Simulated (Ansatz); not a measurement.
Isomers of C2H8AlN, relaxed with PBE0-D4/def2-TZVP in Ansatz; electronic energies, one conformer each and not always the lowest. Functionals use def2-TZVPP; CBS adds triple-zeta CCSD(T) − MP2 to the MP2 limit of def2-TZVPP and def2-QZVPP.

(1) Order them by energy at frozen-core CCSD(T)/CBS, lowest first. (An estimate is asked.)
A. `[CH3][Al]([CH3])[NH2]`
B. `CC[NH][AlH2]`
C. `C[N](C)[AlH2]`

(2) How do B3LYP-D4, MP2/CBS(def2), PBE-D4, HF/CBS(def2) place them (kcal/mol, against `[CH3][Al]([CH3])[NH2]`)? (Estimate.)

## Answers

(1) A (0.0 kcal/mol), B (29.0 kcal/mol), C (38.0 kcal/mol).

(2) Ansatz gave: 
| isomer | B3LYP-D4 | MP2/CBS(def2) | PBE-D4 | HF/CBS(def2) |
| --- | --- | --- | --- | --- |
| `C[N](C)[AlH2]` | 35.9 | 39.6 | 36.1 | 34.3 |
| `CC[NH][AlH2]` | 27.9 | 30.5 | 28.3 | 24.9 |

B3LYP here is the variant with VWN-RPA as its local correlation; programs differ in this.
